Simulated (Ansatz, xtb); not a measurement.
**Two isomers of B2F2H6N2**

Structure I: `F[B@H-]1[NH2+][B@@H-](F)[NH2+]1`, a singlet. Structure II: `F[B@H-]1[NH2+][B@H-](F)[NH2+]1`, a singlet. Both are isolated molecules in the gas phase, relaxed with PBE0-D4/def2-SVP.

Quicker runs give these differences E(II) − E(I): GFN2-xTB +0.47 kJ/mol; HF/STO-3G +3.15 kJ/mol (at GFN2-xTB geometries); r2SCAN-D4/def2-SVP +2.19 kJ/mol (at GFN2-xTB geometries).

Question: Estimate E(II) − E(I) at the level CCSD(T)/def2-SVP + ΔMP2/def2-TZVPP.

Answer: CCSD(T)/def2-SVP + ΔMP2/def2-TZVPP gives E(II) − E(I) = +2.82 kJ/mol, slightly favouring structure I, which is too small a margin to settle the true order.

Level by level:

| level | geometry | E(II) − E(I) (kJ/mol) | departure from the last row (kJ/mol) | job, with rough time for the two |
| --- | --- | --- | --- | --- |
| GFN2-xTB | GFN2-xTB | +0.47 | −2.35 | optimisation, 0.16 s |
| HF/STO-3G | GFN2-xTB | +3.15 | +0.33 | single point, 0.56 s |
| r2SCAN-D4/def2-SVP | GFN2-xTB | +2.19 | −0.63 | single point, 7.5 s |
| PBE0-D4/def2-SVP | PBE0-D4/def2-SVP | +2.52 | −0.30 | optimisation, 56 s |
| HF/def2-SVP | PBE0-D4/def2-SVP | +1.34 | −1.48 | part of the CCSD(T) run |
| MP2/def2-SVP | PBE0-D4/def2-SVP | +2.38 | −0.44 | part of the CCSD(T) run |
| CCSD(T)/def2-SVP | PBE0-D4/def2-SVP | +2.08 | −0.74 | single point |
| CCSD(T)/def2-SVP + ΔMP2/def2-TZVPP | PBE0-D4/def2-SVP | +2.82 |  | single point, 87 s |

As drawn, both hold the same kinds of bond in the same numbers.

The largest departure from CCSD(T)/def2-SVP + ΔMP2/def2-TZVPP is that of GFN2-xTB, 2.35 kJ/mol. The last row adds to CCSD(T) the change of the MP2 difference between the two basis sets, here +0.74 kJ/mol.

With thermal terms from frequencies at re-optimised GFN2-xTB minima (ideal gas, soft modes damped towards free rotors, one conformer each, 298.15 K, 1 atm): on the last row, ΔE + ΔZPE = +2.38, ΔH = +2.61, ΔG = +1.92 kJ/mol.

The correlated steps freeze 6 core orbitals. Codes used: Ansatz 0.2.0, xtb 6.7.1; the last row on 2 threads of Arm Neoverse N1 on a shared host.
